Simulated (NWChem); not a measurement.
**Spin states of Sb (+1)**

```xyz
1

Sb     0.0000     0.0000     0.0000
```
Charge +1, spin multiplicity 3.

All runs are NWChem calculations.

Basis set: def2-TZVP. The gap is E(triplet) − E(singlet), so a negative value puts the higher spin lower. Open shells are unrestricted, coupled cluster uses restricted open-shell references, and the singlet is the closed-shell solution. The triplet is the single determinant that the SCF runs reached, with unpaired electrons in orbitals of symmetry b2u and b3u (D2h labels); it need not be the lowest triplet, which in molecules with degenerate π orbitals can need several determinants. Where the lowest singlet needs several determinants, the single determinant used here isn't a pure state and places it wrongly.

Relative cost: rough, from shared machines, SCF included, B3LYP = 1.

Effective core potentials replace the inner electrons of Sb; spin-orbit coupling is left out. The correlated methods keep 4 core orbitals frozen. B3LYP has NWChem's definition, with VWN1-RPA local correlation. GW and range-separated runs recompute their integrals, the others keep them in memory, which bears on the times. The stability of the SCF solutions was not checked. Open-shell Hartree-Fock references start from PBE0 orbitals; any time given for them includes that run. Coupled-cluster values serve here as a point of comparison, not as the truth.

| method | vertical singlet-triplet gap (kcal/mol) | relative cost | remark |
|---|---|---|---|
| B3LYP | -28.6 | 1 | - |
| HF | -41.7 | under 3 | - |
| B2PLYP | (withheld) | under 3 | - |
| MP2 | (withheld) | under 3 | - |
| CAM-B3LYP | -29.0 | under 3 | - |
| CCSD(T) | (withheld) | 10 | large amplitudes |
| CR-CCSD(T) | (withheld) | 10 | large amplitudes |

Problem. Fill in the missing entries.

Solution. 
- B2PLYP, vertical singlet-triplet gap (kcal/mol): -29.5
- MP2, vertical singlet-triplet gap (kcal/mol): -33.0
- CCSD(T), vertical singlet-triplet gap (kcal/mol): -24.2
- CR-CCSD(T), vertical singlet-triplet gap (kcal/mol): -25.2
